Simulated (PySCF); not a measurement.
**Do core-level shifts follow atomic charges?**

Species: C₆H₉FO₂.
Z-matrix (Å and degrees, PBE0-D3(BJ)/def2-SVP geometry), rows numbered from 1:
```
C 
O   1  1.4056
C   2  1.3761  1  116.60
F   3  1.4004  2  108.12  1    61.58
C   3  1.4914  2  107.71  1  -179.70
C   5  1.3404  3  121.35  2   140.53
O   6  1.3411  5  125.64  3     3.57
C   7  1.4171  6  115.07  5    10.92
C   8  1.5142  7  112.24  6   -43.18
H   1  1.1020  2  111.50  3   -50.99
H   1  1.1047  2  112.23  3    71.79
H   1  1.0979  2  106.81  3  -169.78
H   5  1.0901  3  117.93  2   -35.81
H   6  1.0933  5  122.69  3  -175.63
H   8  1.1052  7  108.57  6    77.55
H   8  1.0979  7  106.26  6  -165.73
H   9  1.1014  3  108.77  2   -44.84
H   9  1.0995  3  110.32  2    74.34
```

Binding energies: PySCF, delta-SCF UKS SCAN, pcX-2 on the ionised atom, pcseg-1 elsewhere, spin-free X2C. Charges: PBE0/pcSseg-1 ground-state density, for the ionised atom.

| atom | environment | C 1s (eV) | Mulliken (e) | IAO (e) | Hirshfeld (e) | ESP (e) |
| --- | --- | --- | --- | --- | --- | --- |
| C5 | alkene CH carbon | 289.98 | -0.183 | -0.278 | -0.117 | -0.812 |
| C9 | ring CH2 carbon | 291.07 | -0.256 | -0.309 | -0.095 | -0.407 |
| C6 | vinylic carbon bearing oxygen | 292.12 | +0.200 | +0.070 | +0.037 | +0.295 |
| C1 | methoxy carbon | 292.28 | -0.045 | -0.207 | -0.041 | -0.099 |
| C8 | sp3 carbon bound to oxygen | 292.55 | +0.097 | -0.055 | +0.011 | +0.216 |
| C3 | sp3 C–F carbon | 294.20 | +0.356 | +0.470 | +0.156 | +0.976 |

Problem. How well does each charge scheme correlate with the binding energies over these sites?

Solution. ESP: r = 0.97, slope 2.2 eV per e; Hirshfeld: r = 0.94, slope 13.4 eV per e; Mulliken: r = 0.87, slope 5.3 eV per e; IAO: r = 0.87, slope 4.2 eV per e. ESP charges have the highest r, on only 6 points.

Problem. The point-charge model writes a binding energy as kq + V + constant, with V the potential of the other atoms' charges at the site. What does it give with the IAO charges?

Solution. V = Σ 14.40 eV Å × q/r over all other atoms: +3.46 eV at C5, +4.49 eV at C9, -2.17 eV at C6, +2.63 eV at C1, +0.22 eV at C8, -8.57 eV at C3. Fitting binding energy − V to q gives k = 20.8 eV per e and leaves an rms residual of 0.52 eV, against 0.65 eV for the fit on q alone. The model has no term for differences in relaxation between sites.

Geometry: PBE0-D3(BJ)/def2-SVP, one conformer, isolated molecule.
